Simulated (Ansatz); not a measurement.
Z-matrix (Å, degrees):
```
Zr
N 1 2.0250
H 2 1.0257 1 125.33
H 2 1.0258 3 108.32 1 176.00
N 1 2.0252 2 104.54 3 -39.14
H 5 1.0256 1 125.36 2 -35.50
H 5 1.0258 6 108.33 1 176.18
Cl 1 2.3834 2 106.11 3 -159.04
Cl 1 2.3849 2 113.56 3 76.19
```
Charge 0, spin multiplicity 1.

The numbers are results of frozen-core CCSD(T)/def2-TZVPP // TPSS-D3(BJ)/def2-SVP (Ansatz, a first-principles code), not measurements.

```json
{
 "HF energy": "-1077.09560 Ha",
 "MP2 correlation energy": "-1.15982 Ha"
}
```

**Question.** Estimate the CCSD correlation energy, the (T) correction, the total energy and the T1 diagnostic.

**Answer.** 
CCSD correlation energy: -1.19648 Ha
(T) correction: -0.05436 Ha
CCSD(T) total energy: -1078.34643 Ha
T1 diagnostic: 0.016
